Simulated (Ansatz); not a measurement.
# Nudged elastic band run: CH5OSb

The input (input.yaml):

```yaml
crystal:
  periodic: [false, false, false]
  atoms:
    - { symbol: C, position_ang: [-0.462884, 1.154983, -0.159332] }
    - { symbol: O, position_ang: [-0.540585, -0.118322, 0.428551] }
    - { symbol: Sb, position_ang: [0.419822, -1.657622, -0.459861] }
    - { symbol: H, position_ang: [-0.740789, 1.168766, -1.234662] }
    - { symbol: H, position_ang: [0.544931, 1.612516, -0.071748] }
    - { symbol: H, position_ang: [-1.170138, 1.81886, 0.368052] }
    - { symbol: H, position_ang: [1.991022, -1.332928, 0.214055] }
    - { symbol: H, position_ang: [0.050721, -2.703353, 0.859144] }
basis:
  gaussian: { orbitals: def2-SVP }
hamiltonian:
  xc: b3lyp
neb:
  order_check: false
  images: 5
  f_tol: 0.05
  max_iterations: 54
  final_atoms:
    - { symbol: C, position_ang: [-0.66069595, 2.00193896, -0.3249627] }
    - { symbol: O, position_ang: [-1.50531288, 1.20558126, -0.63390371] }
    - { symbol: Sb, position_ang: [0.53662658, -2.63113825, -0.05240444] }
    - { symbol: H, position_ang: [-0.84032151, 3.10716591, -0.35002504] }
    - { symbol: H, position_ang: [0.36774018, 1.69240241, -0.00024467] }
    - { symbol: H, position_ang: [-0.3216468, -1.15343424, -0.26678043] }
    - { symbol: H, position_ang: [2.05274551, -1.80719993, -0.09220054] }
    - { symbol: H, position_ang: [0.46296486, -2.47241611, 1.66472054] }
  initial_path:
    images:
      - { positions_ang: [[-0.462884, 1.154983, -0.159332], [-0.540585, -0.118322, 0.428551], [0.419822, -1.657622, -0.459861], [-0.740789, 1.168766, -1.234662], [0.544931, 1.612516, -0.071748], [-1.170138, 1.81886, 0.368052], [1.991022, -1.332928, 0.214055], [0.050721, -2.703353, 0.859144]] }
      - { positions_ang: [[-0.41863593, 1.16233195, -0.19714298], [-0.57677422, -0.05917601, 0.43386548], [0.38275355, -1.59374216, -0.46660355], [-0.7180354, 1.15563295, -1.26773113], [0.60152485, 1.5539305, -0.14790914], [-1.15072037, 1.61504686, 0.48792223], [1.95330498, -1.23408258, 0.25420457], [0.01868253, -2.65704151, 0.84759352]] }
      - { positions_ang: [[-0.37438786, 1.16968091, -0.23495396], [-0.61296343, -3.001e-05, 0.43917996], [0.34568511, -1.52986233, -0.47334611], [-0.69528179, 1.1424999, -1.30080025], [0.6581187, 1.49534501, -0.22407028], [-1.13130275, 1.41123371, 0.60779246], [1.91558796, -1.13523717, 0.29435414], [-0.01335593, -2.61073002, 0.83604304]] }
      - { positions_ang: [[-0.33013979, 1.17702986, -0.27276494], [-0.64915265, 0.05911598, 0.44449443], [0.30861666, -1.46598249, -0.48008866], [-0.67252819, 1.12936685, -1.33386938], [0.71471254, 1.43675951, -0.30023141], [-1.11188512, 1.20742057, 0.72766269], [1.87787094, -1.03639175, 0.33450371], [-0.0453944, -2.56441853, 0.82449255]] }
      - { positions_ang: [[-0.44032517, 1.45199956, -0.29016419], [-0.93453939, 0.44127107, 0.08502838], [0.38461997, -1.85436775, -0.33752726], [-0.72845929, 1.7886332, -1.00592126], [0.59905509, 1.52197381, -0.20023583], [-0.84847235, 0.42046897, 0.39618165], [1.93616246, -1.29332781, 0.19226896], [0.12405869, -2.53375105, 1.10456855]] }
      - { positions_ang: [[-0.55051056, 1.72696926, -0.30756345], [-1.21992614, 0.82342617, -0.27443766], [0.46062328, -2.242753, -0.19496585], [-0.7843904, 2.44789956, -0.67797315], [0.48339764, 1.60718811, -0.10024025], [-0.58505958, -0.36648264, 0.06470061], [1.99445399, -1.55026387, 0.05003421], [0.29351177, -2.50308358, 1.38464454]] }
      - { positions_ang: [[-0.66069595, 2.00193896, -0.3249627], [-1.50531288, 1.20558126, -0.63390371], [0.53662658, -2.63113825, -0.05240444], [-0.84032151, 3.10716591, -0.35002504], [0.36774018, 1.69240241, -0.00024467], [-0.3216468, -1.15343424, -0.26678043], [2.05274551, -1.80719993, -0.09220054], [0.46296486, -2.47241611, 1.66472054]] }
```

Command:

```bash
$ ansatz run input.yaml --threads 1 --pin off --max-ram 2048MiB --backend cpu --events-out ev --progress --plain --runs-dir out
```

Output, in part (warnings, iteration lines):

```
NEB end point (image 0): max|allowed force component| = 6.519e-3 eV/Å (the criterion of neb.relax_end_points is 1.000e-2)
WARN: NEB end point (image 6): max|allowed force component| = 7.136e-2 eV/Å (the criterion of neb.relax_end_points is 1.000e-2). That is over neb.f_tol: it is no minimum, so the barrier can be far off. Relax it first
NEB iter   1: max|band force component| = 6.637e2 eV/Å  barrier→ = 91.1485 eV  barrier← = 90.4852 eV  Δτ_max = 0.1914 Å  (188 SCF iters)
NEB iter   2: max|band force component| = 1.587e2 eV/Å  barrier→ = 26.2383 eV  barrier← = 25.5750 eV  Δτ_max = 0.2000 Å  (161 SCF iters)
NEB iter   3: max|band force component| = 1.013e2 eV/Å  barrier→ = 16.2628 eV  barrier← = 15.5995 eV  Δτ_max = 0.1978 Å  (163 SCF iters)
NEB iter   4: max|band force component| = 4.336e1 eV/Å  barrier→ = 8.0589 eV  barrier← = 7.3956 eV  Δτ_max = 0.1989 Å  (155 SCF iters)
NEB iter   5: max|band force component| = 2.073e1 eV/Å  barrier→ = 4.9653 eV  barrier← = 4.3020 eV  Δτ_max = 0.2000 Å  (154 SCF iters)
NEB iter   6: max|band force component| = 7.889e0 eV/Å  barrier→ = 3.7813 eV  barrier← = 3.1180 eV  Δτ_max = 0.1985 Å  (161 SCF iters)
NEB iter   7: max|band force component| = 3.534e0 eV/Å  barrier→ = 4.2276 eV  barrier← = 3.5643 eV  Δτ_max = 0.1999 Å  (163 SCF iters)
NEB iter   8: max|band force component| = 7.258e0 eV/Å  barrier→ = 4.7400 eV  barrier← = 4.0767 eV  Δτ_max = 0.1006 Å  (159 SCF iters)
NEB iter   9: max|band force component| = 2.559e0 eV/Å  barrier→ = 4.4348 eV  barrier← = 3.7715 eV  Δτ_max = 0.2000 Å  (155 SCF iters)
NEB iter  10: max|band force component| = 3.387e0 eV/Å  barrier→ = 3.8579 eV  barrier← = 3.1946 eV  Δτ_max = 0.1025 Å  (160 SCF iters)
NEB iter  11: max|band force component| = 1.430e0 eV/Å  barrier→ = 3.5883 eV  barrier← = 2.9250 eV  Δτ_max = 0.2000 Å  (152 SCF iters)
NEB iter  12: max|band force component| = 4.319e0 eV/Å  barrier→ = 3.1867 eV  barrier← = 2.5234 eV  Δτ_max = 0.1029 Å  (153 SCF iters)
NEB iter  13: max|band force component| = 2.984e0 eV/Å  barrier→ = 2.7091 eV  barrier← = 2.0458 eV  Δτ_max = 0.1001 Å  (151 SCF iters)
NEB iter  14: max|band force component| = 3.016e0 eV/Å  barrier→ = 2.6726 eV  barrier← = 2.0093 eV  Δτ_max = 0.0505 Å  (149 SCF iters)
NEB iter  15: max|band force component| = 1.575e0 eV/Å  barrier→ = 2.6626 eV  barrier← = 1.9993 eV  Δτ_max = 0.1004 Å  (150 SCF iters)
NEB iter  16: max|band force component| = 8.394e-1 eV/Å  barrier→ = 2.6712 eV  barrier← = 2.0079 eV  Δτ_max = 0.0998 Å  (150 SCF iters)
NEB iter  17: max|band force component| = 1.472e0 eV/Å  barrier→ = 2.6830 eV  barrier← = 2.0197 eV  Δτ_max = 0.0501 Å  (149 SCF iters)
NEB iter  18: max|band force component| = 7.217e-1 eV/Å  barrier→ = 2.6837 eV  barrier← = 2.0204 eV  Δτ_max = 0.0998 Å  (149 SCF iters)
NEB iter  19: max|band force component| = 1.271e0 eV/Å  barrier→ = 2.6815 eV  barrier← = 2.0182 eV  Δτ_max = 0.0499 Å  (149 SCF iters)
NEB iter  20: max|band force component| = 3.253e-1 eV/Å  barrier→ = 2.6756 eV  barrier← = 2.0123 eV  CI = image 4  Δτ_max = 0.1003 Å  (153 SCF iters)
NEB iter  21: max|band force component| = 3.565e-1 eV/Å  barrier→ = 2.7014 eV  barrier← = 2.0381 eV  CI = image 4  Δτ_max = 0.0499 Å  (144 SCF iters)
NEB iter  22: max|band force component| = 4.062e-1 eV/Å  barrier→ = 2.7095 eV  barrier← = 2.0462 eV  CI = image 4  Δτ_max = 0.0499 Å  (146 SCF iters)
NEB iter  23: max|band force component| = 4.500e-1 eV/Å  barrier→ = 2.7206 eV  barrier← = 2.0573 eV  CI = image 4  Δτ_max = 0.0991 Å  (145 SCF iters)
NEB iter  24: max|band force component| = 1.780e0 eV/Å  barrier→ = 2.7355 eV  barrier← = 2.0722 eV  CI = image 4  Δτ_max = 0.0498 Å  (149 SCF iters)
NEB iter  25: max|band force component| = 8.699e-1 eV/Å  barrier→ = 2.7435 eV  barrier← = 2.0803 eV  CI = image 4  Δτ_max = 0.0992 Å  (148 SCF iters)
NEB iter  26: max|band force component| = 5.442e-1 eV/Å  barrier→ = 2.7619 eV  barrier← = 2.0986 eV  CI = image 4  Δτ_max = 0.0499 Å  (146 SCF iters)
NEB iter  27: max|band force component| = 1.327e0 eV/Å  barrier→ = 2.7677 eV  barrier← = 2.1044 eV  CI = image 4  Δτ_max = 0.0250 Å  (149 SCF iters)
NEB iter  28: max|band force component| = 7.760e-1 eV/Å  barrier→ = 2.7695 eV  barrier← = 2.1062 eV  CI = image 4  Δτ_max = 0.0500 Å  (152 SCF iters)
NEB iter  29: max|band force component| = 4.576e-1 eV/Å  barrier→ = 2.7764 eV  barrier← = 2.1131 eV  CI = image 4  Δτ_max = 0.1003 Å  (149 SCF iters)
NEB iter  30: max|band force component| = 5.052e-1 eV/Å  barrier→ = 2.7805 eV  barrier← = 2.1172 eV  CI = image 4  Δτ_max = 0.1986 Å  (149 SCF iters)
NEB iter  31: max|band force component| = 1.118e0 eV/Å  barrier→ = 2.7882 eV  barrier← = 2.1249 eV  CI = image 4  Δτ_max = 0.1008 Å  (144 SCF iters)
NEB iter  32: max|band force component| = 9.035e-1 eV/Å  barrier→ = 2.7847 eV  barrier← = 2.1214 eV  CI = image 4  Δτ_max = 0.0504 Å  (146 SCF iters)
NEB iter  33: max|band force component| = 7.359e-1 eV/Å  barrier→ = 2.7914 eV  barrier← = 2.1281 eV  CI = image 4  Δτ_max = 0.1006 Å  (142 SCF iters)
NEB iter  34: max|band force component| = 8.431e-1 eV/Å  barrier→ = 2.7702 eV  barrier← = 2.1069 eV  CI = image 4  Δτ_max = 0.2000 Å  (144 SCF iters)
NEB iter  35: max|band force component| = 1.192e0 eV/Å  barrier→ = 2.7101 eV  barrier← = 2.0469 eV  CI = image 4  Δτ_max = 0.2000 Å  (146 SCF iters)
NEB iter  36: max|band force component| = 1.514e0 eV/Å  barrier→ = 2.5927 eV  barrier← = 1.9294 eV  CI = image 4  Δτ_max = 0.2000 Å  (149 SCF iters)
NEB iter  37: max|band force component| = 1.993e0 eV/Å  barrier→ = 2.4522 eV  barrier← = 1.7889 eV  CI = image 4  Δτ_max = 0.2000 Å  (143 SCF iters)
NEB iter  38: max|band force component| = 2.909e0 eV/Å  barrier→ = 2.2450 eV  barrier← = 1.5817 eV  CI = image 4  Δτ_max = 0.1026 Å  (152 SCF iters)
NEB iter  39: max|band force component| = 2.663e0 eV/Å  barrier→ = 2.0984 eV  barrier← = 1.4351 eV  CI = image 4  Δτ_max = 0.2000 Å  (149 SCF iters)
NEB iter  40: max|band force component| = 3.221e0 eV/Å  barrier→ = 1.8955 eV  barrier← = 1.2322 eV  CI = image 4  Δτ_max = 0.2000 Å  (138 SCF iters)
NEB iter  41: max|band force component| = 3.895e0 eV/Å  barrier→ = 1.5661 eV  barrier← = 0.9028 eV  CI = image 5  Δτ_max = 0.0985 Å  (142 SCF iters)
NEB iter  42: max|band force component| = 3.718e0 eV/Å  barrier→ = 1.2770 eV  barrier← = 0.6137 eV  CI = image 5  Δτ_max = 0.1983 Å  (136 SCF iters)
NEB iter  43: max|band force component| = 3.235e0 eV/Å  barrier→ = 1.3088 eV  barrier← = 0.6455 eV  CI = image 4  Δτ_max = 0.1990 Å  (139 SCF iters)
NEB iter  44: max|band force component| = 2.789e0 eV/Å  barrier→ = 1.1881 eV  barrier← = 0.5248 eV  CI = image 5  Δτ_max = 0.1964 Å  (140 SCF iters)
NEB iter  45: max|band force component| = 2.475e0 eV/Å  barrier→ = 1.0525 eV  barrier← = 0.3892 eV  CI = image 5  Δτ_max = 0.2000 Å  (139 SCF iters)
NEB iter  46: max|band force component| = 2.412e0 eV/Å  barrier→ = 0.9660 eV  barrier← = 0.3027 eV  CI = image 5  Δτ_max = 0.2000 Å  (148 SCF iters)
NEB iter  47: max|band force component| = 2.329e0 eV/Å  barrier→ = 0.9761 eV  barrier← = 0.3128 eV  CI = image 5  Δτ_max = 0.2000 Å  (143 SCF iters)
NEB iter  48: max|band force component| = 1.701e0 eV/Å  barrier→ = 1.1260 eV  barrier← = 0.4627 eV  CI = image 5  Δτ_max = 0.2000 Å  (131 SCF iters)
NEB iter  49: max|band force component| = 1.093e0 eV/Å  barrier→ = 1.3701 eV  barrier← = 0.7068 eV  CI = image 4  Δτ_max = 0.2000 Å  (142 SCF iters)
NEB iter  50: max|band force component| = 1.540e0 eV/Å  barrier→ = 1.0617 eV  barrier← = 0.3984 eV  CI = image 5  Δτ_max = 0.1028 Å  (131 SCF iters)
NEB iter  51: max|band force component| = 1.275e0 eV/Å  barrier→ = 1.0598 eV  barrier← = 0.3965 eV  CI = image 4  Δτ_max = 0.1987 Å  (141 SCF iters)
NEB iter  52: max|band force component| = 1.311e0 eV/Å  barrier→ = 1.1534 eV  barrier← = 0.4901 eV  CI = image 4  Δτ_max = 0.2000 Å  (138 SCF iters)
NEB iter  53: max|band force component| = 2.658e0 eV/Å  barrier→ = 1.3790 eV  barrier← = 0.7157 eV  CI = image 5  Δτ_max = 0.1006 Å  (145 SCF iters)
NEB iter  54: max|band force component| = 2.335e0 eV/Å  barrier→ = 1.2792 eV  barrier← = 0.6159 eV  CI = image 5  Δτ_max = 0.2000 Å  (147 SCF iters)
Error: NEB band did not converge after 54 iterations: max|band force component| = 2.33e0 eV/Å (threshold 5.0e-2); raise `neb.max_iterations` in a new run, which can start from the last band evaluated (`neb.initial_path`, with `crystal.atoms` and `neb.final_atoms` set to its first and last images), …
```

It did not converge within its limit. The band didn't meet its force threshold, so its energies are provisional: the largest band force was still 2.33 eV/Å, and over the last iterations the top moved between 1.15 and 1.38 eV. Neighbouring images lie up to 3.3 Å apart, so the band is torn or far too coarse. The end points aren't both relaxed to the band's threshold either. Inner images lie below an end point, which means an intermediate or an end that isn't the lowest structure nearby. The orbitals stay closed-shell, which can raise the energy where a bond breaks towards radicals; this wasn't checked here.

Final band (atoms are numbered from 1 in the order of the input):

| image | path coordinate (Å) | energy (kcal/mol) | C1–H6 (Å) | O2–Sb3 (Å) | Sb3–H6 (Å) |
| --- | --- | --- | --- | --- | --- |
| 0 | 0.00 | 0.0 | 1.10 | 2.02 | 3.91 |
| 1 | 2.69 | -1.9 | 1.10 | 2.01 | 3.93 |
| 2 | 5.37 | -2.1 | 1.11 | 2.01 | 3.24 |
| 3 | 8.06 | 8.8 | 1.10 | 2.02 | 3.49 |
| 4 | 10.75 | 22.7 | 1.89 | 2.86 | 2.41 |
| 5 | 13.68 | 29.5 | 3.13 | 3.23 | 1.68 |
| 6 | 16.95 | 15.3 | 3.17 | 4.38 | 1.72 |

Time of the run: 19 min on 1 thread of Intel(R) Xeon(R) Platinum 8488C (Sapphire Rapids) (shared host), peak memory 0.2 GiB.
